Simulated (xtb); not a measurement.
FH₆NOSi₂, SMILES N[Si@@](O)(F)[SiH3]. All values are semi-empirical tight-binding results from xtb (GFN2-xTB unless named), good for trends rather than for accurate numbers. Coordinates come from a GFN2-xTB optimisation. The structure was generated by enumeration; whether it is a known compound was not checked. The values are those of a single conformer.

Q: Estimate the properties. (An estimate is asked for; the answer gives what the named calculation found.)

A: 
| Quantity | Value |
|---|---|
| orbital gap | 4.82 eV |
| dipole moment | 1.56 D |
| zero-point energy | 40.9 kcal/mol |
| G − E(el) at 298.15 K (modified RRHO) | 19.1 kcal/mol |
| static polarisability (D4 model) | 77.8 bohr³ |
| solvation energy, GFN2-xTB/ALPB(water) | -6.7 kcal/mol |
| solvation energy, GFN2-xTB/ALPB(toluene) | -2.5 kcal/mol |
